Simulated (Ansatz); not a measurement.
Born–Oppenheimer molecular dynamics of C₄H₁₀AlB (16 atoms, charge 0, multiplicity 1). It starts from a relaxed structure.

These are results of Ansatz 0.2.0, UKS B3LYP-D4/STO-3G, not measurements.

```json
{
  "ensemble": "NVE (Milne-controlled integrator)",
  "time step": "1 fs",
  "steps asked": "90",
  "starting velocities drawn for": "500 K",
  "masses": "H 3.016 u",
  "seed": "325423"
}
```

First frame:

```xyz
16
Properties=species:S:1:pos:R:3
B 1.705 -1.626 -1.253
C 1.080 -0.462 -0.472
Al 2.038 0.529 0.853
C -0.221 -0.175 -0.758
C -1.059 0.919 -0.070
C -2.188 0.308 0.819
H 2.803 -1.989 -1.036
H 1.101 -2.187 -2.090
H 2.144 -0.016 2.247
H 2.696 1.827 0.484
H -0.792 -0.753 -1.509
H -0.407 1.559 0.555
H -1.521 1.570 -0.836
H -2.859 -0.317 0.209
H -1.758 -0.319 1.615
H -2.784 1.108 1.285
```

Question: What does the run give?

Answer: All steps were run.

```yaml
steps_done: 90
time_covered: 90 fs
mean_temperature_over_the_second_half: 246 K
spread_of_the_potential_energy_over_the_second_half: 4.2 meV per atom
mean_potential_energy_of_the_second_half_above_the_start: 28.7 meV per atom
```

The conserved energy stayed within 0.051 meV per atom of its start (net change -0.00088 meV per atom), so the integration is sound. The temperature averaged 0.49 of the 500 K drawn at the start: a run that starts near a minimum puts about half its kinetic energy into the potential. A run of 0.09 ps of so small a system gives no equilibrium averages. Limits of this set-up: minimal basis.

Question: What happens to the structure?

Answer: The same pairs are bonded in the first frame and the last. Pairs count as bonded within 1.25 times the sum of covalent radii (0.12 Å more for H–H). Another seed would give other details.

Question: How do temperature and energy run in time?

Answer: 
```json
{"time (fs)": "0.0", "T (K)": "500", "potential energy less start (eV)": "0.000", "conserved less start (meV/atom)": "0.00"}
{"time (fs)": "3.0", "T (K)": "382", "potential energy less start (eV)": "0.214", "conserved less start (meV/atom)": "-0.02"}
{"time (fs)": "6.0", "T (K)": "275", "potential energy less start (eV)": "0.407", "conserved less start (meV/atom)": "0.00"}
{"time (fs)": "9.0", "T (K)": "208", "potential energy less start (eV)": "0.528", "conserved less start (meV/atom)": "0.01"}
{"time (fs)": "12.0", "T (K)": "150", "potential energy less start (eV)": "0.634", "conserved less start (meV/atom)": "0.00"}
{"time (fs)": "15.0", "T (K)": "203", "potential energy less start (eV)": "0.537", "conserved less start (meV/atom)": "-0.01"}
{"time (fs)": "18.0", "T (K)": "230", "potential energy less start (eV)": "0.488", "conserved less start (meV/atom)": "-0.02"}
{"time (fs)": "21.0", "T (K)": "253", "potential energy less start (eV)": "0.448", "conserved less start (meV/atom)": "0.00"}
{"time (fs)": "24.0", "T (K)": "268", "potential energy less start (eV)": "0.420", "conserved less start (meV/atom)": "0.00"}
{"time (fs)": "27.0", "T (K)": "248", "potential energy less start (eV)": "0.456", "conserved less start (meV/atom)": "0.00"}
{"time (fs)": "30.0", "T (K)": "247", "potential energy less start (eV)": "0.459", "conserved less start (meV/atom)": "-0.01"}
{"time (fs)": "33.0", "T (K)": "253", "potential energy less start (eV)": "0.447", "conserved less start (meV/atom)": "-0.01"}
{"time (fs)": "36.0", "T (K)": "288", "potential energy less start (eV)": "0.384", "conserved less start (meV/atom)": "-0.01"}
{"time (fs)": "39.0", "T (K)": "234", "potential energy less start (eV)": "0.481", "conserved less start (meV/atom)": "0.00"}
{"time (fs)": "42.0", "T (K)": "187", "potential energy less start (eV)": "0.566", "conserved less start (meV/atom)": "-0.01"}
{"time (fs)": "45.0", "T (K)": "251", "potential energy less start (eV)": "0.451", "conserved less start (meV/atom)": "-0.01"}
{"time (fs)": "48.0", "T (K)": "236", "potential energy less start (eV)": "0.478", "conserved less start (meV/atom)": "-0.01"}
{"time (fs)": "51.0", "T (K)": "252", "potential energy less start (eV)": "0.449", "conserved less start (meV/atom)": "0.00"}
{"time (fs)": "54.0", "T (K)": "278", "potential energy less start (eV)": "0.401", "conserved less start (meV/atom)": "0.00"}
{"time (fs)": "57.0", "T (K)": "251", "potential energy less start (eV)": "0.450", "conserved less start (meV/atom)": "-0.01"}
{"time (fs)": "60.0", "T (K)": "249", "potential energy less start (eV)": "0.454", "conserved less start (meV/atom)": "-0.01"}
{"time (fs)": "63.0", "T (K)": "222", "potential energy less start (eV)": "0.504", "conserved less start (meV/atom)": "-0.01"}
{"time (fs)": "66.0", "T (K)": "216", "potential energy less start (eV)": "0.513", "conserved less start (meV/atom)": "-0.01"}
{"time (fs)": "69.0", "T (K)": "235", "potential energy less start (eV)": "0.480", "conserved less start (meV/atom)": "-0.01"}
{"time (fs)": "72.0", "T (K)": "250", "potential energy less start (eV)": "0.452", "conserved less start (meV/atom)": "-0.01"}
{"time (fs)": "75.0", "T (K)": "295", "potential energy less start (eV)": "0.372", "conserved less start (meV/atom)": "-0.01"}
{"time (fs)": "78.0", "T (K)": "292", "potential energy less start (eV)": "0.376", "conserved less start (meV/atom)": "-0.01"}
{"time (fs)": "81.0", "T (K)": "298", "potential energy less start (eV)": "0.366", "conserved less start (meV/atom)": "-0.01"}
{"time (fs)": "84.0", "T (K)": "241", "potential energy less start (eV)": "0.468", "conserved less start (meV/atom)": "-0.01"}
{"time (fs)": "87.0", "T (K)": "151", "potential energy less start (eV)": "0.632", "conserved less start (meV/atom)": "-0.01"}
{"time (fs)": "90.0", "T (K)": "208", "potential energy less start (eV)": "0.528", "conserved less start (meV/atom)": "0.00"}
```

Run time: 7.4 min on 1 thread of Arm Neoverse V2, on a shared host, peak memory 0.16 GiB.
